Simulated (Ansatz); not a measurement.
Calculated with Ansatz (gas phase, PBE0-D4/def2-TZVP geometries, no zero-point term in ΔE). CBS: MP2 limit from def2 TZ/QZ plus the TZ coupled-cluster correction, frozen cores. DFT in def2-TZVPP. For Br, Ge outer-core shells are correlated without core-valence functions, which leaves a few kJ/mol of doubt a bond. Scalar relativity is left out up to krypton.

`[AlH2][B]1CC1` + `C=[C]([GeH3])Br` → `C=[C]([AlH2])[GeH3]` + `BrB1CC1`  (redistribution)

```
             level  ΔE (kJ/mol)  difference from CCSD(T)/CBS
         r2SCAN-D4       -133.3                          4.8
               PBE       -124.7                         13.4
     HF/def2-TZVPP       -143.9                         -5.8
    MP2/def2-TZVPP       -145.1                         -7.0
SCS-MP2/def2-TZVPP       -140.5                         -2.4
CCSD(T)/def2-TZVPP       -137.5                          0.6
     HF/def2-QZVPP       -143.6                         -5.5
      HF/CBS(def2)       -143.5                         -5.4
     MP2/CBS(def2)       -145.7                         -7.6
    CCSD/CBS(def2)       -138.4                         -0.3
       CCSD(T)/CBS       -138.1                            0
```

Largest T1 diagnostic among the species: 0.012.

From PBE to PBE0 (25 % exact exchange), in def2-TZVPP and without D4, ΔE moves by −6.7 kJ/mol.
